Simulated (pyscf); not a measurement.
## InH (SMILES [InH]), singlet

Gas-phase minimum from PySCF at ωB97X-D3(BJ)/def2-SVP, one conformer. 

```
In
H 1 1.8503
```
Charge 0, spin multiplicity 1.

Properties at ωB97X-D3(BJ)/def2-SVP:

```yaml
harmonic_wavenumbers_unscaled: 1490 cm⁻¹
zero_point_energy: 2.1 kcal/mol
rotational_symmetry_number: 1
Entropy of this conformer at 298 K and 1 atm, rigid rotor and harmonic oscillator, modes under 100 cm⁻¹ raised to 100: 207.5 J/(mol K)
dipole_moment: 0.54 D
```

Single-point totals, which compare only within one level (frozen core for MP2 and CC):

```csv
level,total energy (hartree)
ωB97X-D3(BJ)/def2-TZVP,-190.77684
PBE/def2-TZVP,-190.71455
r²SCAN/def2-TZVP,-190.78010
B3LYP-D3(BJ)/def2-TZVP,-190.79075
PBE0-D3(BJ)/def2-TZVP,-190.71190
M06-2X/def2-TZVP,-190.63808
ωB97M-D3(BJ)/def2-TZVP,-190.74358
HF/def2-TZVPP,-189.77737
MP2/def2-TZVPP,-190.05182
CCSD/def2-TZVPP,-190.05526
CCSD(T)/def2-TZVPP,-190.06240
```

The CCSD(T) − MP2 part came from Ansatz, without density fitting, on the same reference. The frozen core leaves the outer d or s,p core shells of the metals and heavy elements correlated in the MP2 and CC values, and def2-TZVPP describes them poorly, so these totals are far from the basis limit. Elements past Kr carry the def2 core potentials, without spin-orbit coupling.
